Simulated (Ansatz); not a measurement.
The Te1–H2 bond of GeH4Te (SMILES [GeH3][TeH]) is stretched (multiplicity 1, the rest rigid).
Geometry at rest (charge 0, multiplicity 1):
```tsv
atom	x (Å)	y (Å)	z (Å)
Te	-0.0990	0.8069	0.6543
H	0.2623	1.8715	-0.5710
Ge	0.1362	-1.2174	-0.9315
H	1.5605	-1.2952	-1.5033
H	-0.1526	-2.4507	-0.0626
H	-0.8826	-1.1284	-2.0785
```

Correlated levels freeze the cores. Filled d and f shells under p-block atoms count as core.

Run with Ansatz (a quantum-chemistry and plane-wave program) with Gaussian orbitals. Values without a source in brackets are computed. In def2 rows elements past Kr take small-core potentials, without spin–orbit coupling.

Energies above the point at 1.663 Å (the B3LYP-D3(BJ) bond length), FIC-MRCISD+Q on CASSCF(2,2)/def2-TZVPP (kcal/mol): 6.83 at 1.497 Å; 4.22 at 1.829 Å; 71.71 at 5.321 Å.

Problem. Take the last value as the depth D of a Morse curve D(1 − e^(−a(R − R₀)))², fit a and R₀ to the two near points, and test it at 2.245 and 2.910 Å.

Solution. 
With D = 71.7, both near points (counted from the curve's value at 1.663 Å) are met by a = 1.64 Å⁻¹ and R₀ = 1.660 Å, so k = 2Da² = 388 kcal/(mol Å²). The curve then gives 27.3 and 54.5 kcal/mol; the level itself gives 29.3 and 59.9, so Morse is off by -2.0 and -5.4.
